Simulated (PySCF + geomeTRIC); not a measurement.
These are PBE0-D3(BJ)/def2-TZVP run with PySCF + geomeTRIC values and carry that method's errors. fastk is a local helper that only speeds up exchange builds. No frequencies were computed at this level.

```python
import json, numpy as np
from pyscf import gto, dft
from fastk import lowrank_exchange
atoms = """
I     -2.234575    -0.954595    -0.092276
Al    -0.002423     0.168700     0.117378
I      2.261253    -0.901541     0.253095
H     -0.024253     1.687438     0.169124
"""
def scf(charge, spin, dm0=None):
    mol = gto.M(atom=atoms, basis='def2-tzvp', ecp={'I': 'def2-tzvp'}, charge=charge, spin=spin, verbose=3, max_memory=5040)
    mf = dft.KS(mol, xc='pbe0').density_fit(auxbasis="def2-universal-jkfit")
    mf.disp = 'd3bj'
    mf.grids.level = 3
    mf.conv_tol = 1e-8
    mf.max_cycle = 60
    mf.kernel(dm0)
    if not mf.converged:
        mf = mf.newton().run(mf.mo_coeff, mf.mo_occ).undo_soscf()
    return mf
mf = scf(0, 0)
from pyscf.geomopt.geometric_solver import kernel as optimize
path = []
done, mol = optimize(mf, maxsteps=80, assert_convergence=False, callback=lambda env: path.append((env["energy"], bool(env["g_scanner"].converged))))
res = dict(converged=bool(done and path[-1][1]), energy=path[-1][0], path=[e for e, c in path], xyz=mol.atom_coords(unit="Angstrom").tolist(), nao=mol.nao)
json.dump(res, open("result.json", "w"))
```

Output:

```
converged SCF energy = -838.483198679734
Geometry optimization cycle 1
converged SCF energy = -838.483198679671
cycle 1: E = -838.48319868  dE = -838.483  norm(grad) = 0.0282397
Geometry optimization cycle 2
converged SCF energy = -838.486047244078
cycle 2: E = -838.486047244  dE = -0.00284856  norm(grad) = 0.0106462
Geometry optimization cycle 3
converged SCF energy = -838.486291127477
cycle 3: E = -838.486291127  dE = -0.000243883  norm(grad) = 0.00125125
Geometry optimization cycle 4
converged SCF energy = -838.486297367298
cycle 4: E = -838.486297367  dE = -6.23982e-06  norm(grad) = 0.000127811
Geometry optimization cycle 5
converged SCF energy = -838.486297229672
cycle 5: E = -838.48629723  dE = 1.37626e-07  norm(grad) = 0.000131596
<class 'geometric.internal.Distance'> : 3
<class 'geometric.internal.Angle'> : 2
<class 'geometric.internal.OutOfPlane'> : 1
<class 'geometric.internal.TranslationX'> : 1
<class 'geometric.internal.TranslationY'> : 1
<class 'geometric.internal.TranslationZ'> : 1
<class 'geometric.internal.RotationA'> : 1
<class 'geometric.internal.RotationB'> : 1
<class 'geometric.internal.RotationC'> : 1
Step    0 : Gradient = 1.412e-02/1.798e-02 (rms/max) Energy = -838.4831986797
Step    1 : Displace = 1.076e-01/1.309e-01 (rms/max) Trust = 1.000e-01 (=) Grad = 5.323e-03/7.584e-03 (rms/max) E (change) = -838.4860472441 (-2.849e-03) Quality = 0.923
Step    2 : Displace = 2.850e-02/3.738e-02 (rms/max) Trust = 1.414e-01 (+) Grad = 6.256e-04/8.070e-04 (rms/max) E (change) = -838.4862911275 (-2.439e-04) Quality = 0.902
Step    3 : Displace = 3.253e-03/4.479e-03 (rms/max) Trust = 2.000e-01 (+) Grad = 6.391e-05/9.304e-05 (rms/max) E (change) = -838.4862973673 (-6.240e-06) Quality = 0.918
Step    4 : Displace = 1.063e-03/1.761e-03 (rms/max) Trust = 2.828e-01 (+) Grad = 6.580e-05/9.245e-05 (rms/max) E (change) = -838.4862972297 (+1.376e-07) Quality = -0.484
Converged! =D
```

Cost: about 50 core-seconds (a rough figure).
